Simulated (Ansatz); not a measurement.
Species: C$_{3}$HF$_{4}$, charge 0, multiplicity 2. It need not be the lowest isomer of its formula. SMILES: [CH]=C(F)C(F)(F)F
Geometry from a B3LYP-D3(BJ)/def2-TZVP (Ansatz, an electronic-structure program) optimisation:
```
C
C 1 1.2989
F 1 1.3529 2 123.59
H 2 1.0731 1 143.18 3 0.00
C 1 1.5101 2 125.35 4 -180.00
F 5 1.3378 1 111.09 2 0.00
F 5 1.3438 6 108.25 1 121.93
F 5 1.3438 6 108.25 7 116.13
```
Charge 0, spin multiplicity 2.

Atomisation energy built up term by term with Ansatz (kcal/mol; UHF references for open shells; valence terms freeze the core; atomic spin-orbit terms are left out). CBS(X,Y): correlation extrapolated as X^-3; Hartree-Fock from the larger set.

The UHF reference is spin-contaminated (<S^2> 0.19 over the pure value in the largest basis). 

```
term                                          basis  kcal/mol
-----------------------  --------------------------  --------
Hartree-Fock                                cc-pVQZ         ?
CCSD correlation               CBS(cc-pVTZ,cc-pVQZ)    228.78
(T)                            CBS(cc-pVTZ,cc-pVQZ)         ?
core correlation                          cc-pwCVTZ      3.33
scalar relativity (X2C)  cc-pVTZ-DK against cc-pVTZ     -1.14
sum: De                                                     ?
```

### Question
Some entries are withheld; supply them.

### Answer

- Hartree-Fock, kcal/mol: 533.25
- (T), kcal/mol: 21.92
- sum: De, kcal/mol: 786.1
